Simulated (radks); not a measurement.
Results of a calculation; reference values are marked as such.
Trend from Rb3+ to Xe3+: ionisation energy by Delta-SCF between NIST ground configurations, and size. Code: a radial shooting solver on a logarithmic mesh with Libxc functionals. Model: scalar-relativistic Kohn-Sham, r2SCAN, spin-polarised, spherical densities, finite nucleus; open shells are filled with parallel spins first (spin-orbit coupling, left out, can overturn this in heavy ions); meta-GGA in the generalised Kohn-Sham scheme; Fermi nuclear charge, rms radius of each element as measured or else 0.836 A^(1/3) + 0.57 fm.

species      configuration  configuration of the ion  IE (eV)  NIST (eV)       kind  -e(HOMO) (eV)  outermost  <r> outermost (bohr)
Rb3+     [Ar] 3d10 4s2 4p4         [Ar] 3d10 4s2 4p3   51.493       52.2  semi-emp.    45.506 (4p)         4p                  1.58
Sr3+     [Ar] 3d10 4s2 4p5         [Ar] 3d10 4s2 4p4   56.617     56.280  semi-emp.    50.013 (4p)         4p                  1.49
Zr3+              [Kr] 4d1                      [Kr]   33.882     34.418       exp.    28.256 (4d)         4d                  1.82
Nb3+              [Kr] 4d2                  [Kr] 4d1   37.292      37.61       exp.    31.222 (4d)         4d                  1.70
Mo3+              [Kr] 4d3                  [Kr] 4d2   40.459       40.3  semi-emp.    34.030 (4d)         4d                  1.59
Tc3+              [Kr] 4d4                  [Kr] 4d3   43.500         41     theory    36.734 (4d)         4d                  1.50
Ru3+              [Kr] 4d5                  [Kr] 4d4   46.450         45     theory    39.362 (4d)         4d                  1.42
Rh3+              [Kr] 4d6                  [Kr] 4d5   43.719         42     theory    36.938 (4d)         4d                  1.37
Pd3+              [Kr] 4d7                  [Kr] 4d6   47.183         46     theory    39.958 (4d)         4d                  1.31
Ag3+              [Kr] 4d8                  [Kr] 4d7   50.414         49     theory    42.835 (4d)         4d                  1.25
Cd3+              [Kr] 4d9                  [Kr] 4d8   53.527         51     theory    45.618 (4d)         4d                  1.19
In3+             [Kr] 4d10                  [Kr] 4d9   56.556      55.45       exp.    48.332 (4d)         4d                  1.15
Sn3+         [Kr] 4d10 5s1                 [Kr] 4d10   40.953      40.74       exp.    36.675 (5s)         5s                  2.12
Sb3+         [Kr] 4d10 5s2             [Kr] 4d10 5s1   43.502      43.80       exp.    39.038 (5s)         5s                  2.02
Te3+     [Kr] 4d10 5s2 5p1             [Kr] 4d10 5s2   36.657     37.416       exp.    32.238 (5p)         5p                  2.22
I3+      [Kr] 4d10 5s2 5p2         [Kr] 4d10 5s2 5p1   40.413      40.36       exp.    35.536 (5p)         5p                  2.10
Xe3+     [Kr] 4d10 5s2 5p3         [Kr] 4d10 5s2 5p2   43.863       42.2       exp.    38.638 (5p)         5p                  2.00

Reference values: NIST Atomic Spectra Database (exp. = measured, semi-emp. = semi-empirical, theory = theoretical value adopted there). Open shells are spherical and high-spin; term and fine-structure splittings are not resolved. Spin-orbit splitting is averaged out at the scalar-relativistic level.
